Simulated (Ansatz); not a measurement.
Process, species as SMILES: O=[P] (O-P) → O atom + P atom
B3LYP-D3(BJ)/def2-TZVP geometries, fixed; electronic energies without zero-point terms.

Basis-set convergence of the atomisation energy at r2SCAN with Ansatz (a first-principles code). All functions are spherical. The program fits the integrals of some runs and decomposes those of others, by size. Open shells are unrestricted. No added dispersion term, no relativity. Functions are those of the species that has most. Reference: the value in aug-cc-pV(5+d)Z, 143.50 kcal/mol, itself unsure by roughly 0.15 kcal/mol (its mean distance from pcseg-4, aug-pcseg-3, aug-cc-pV(Q+d)Z). Deviations are taken from unrounded values.

```
basis              functions  atomisation energy (kcal/mol)  minus reference (kcal/mol)
-----------------  ---------  -----------------------------  --------------------------
STO-3G                    14                         121.41                      -22.10
6-31G                     22                          87.28                      -56.22
pcseg-0                   22                          94.15                      -49.36
pcseg-1                   32                         130.26                      -13.24
def2-SVPD                 47                         134.31                       -9.20
cc-pV(T+d)Z               69                         141.98                       -1.53
6-311++G(3df,3pd)         86                         143.22                       -0.29
pcseg-4                  206                         143.54                        0.04
aug-cc-pV(5+d)Z          263                         143.50                        0.00
```

The smallest set listed that lies within 1 kcal/mol of the reference with all its larger relatives (same family, alike in diffuse functions; a set with none counts only in the reference's own line) is aug-cc-pV(5+d)Z (263 functions, 0.00 kcal/mol off). Inside, with no larger relative to test it: 6-311++G(3df,3pd), pcseg-4.
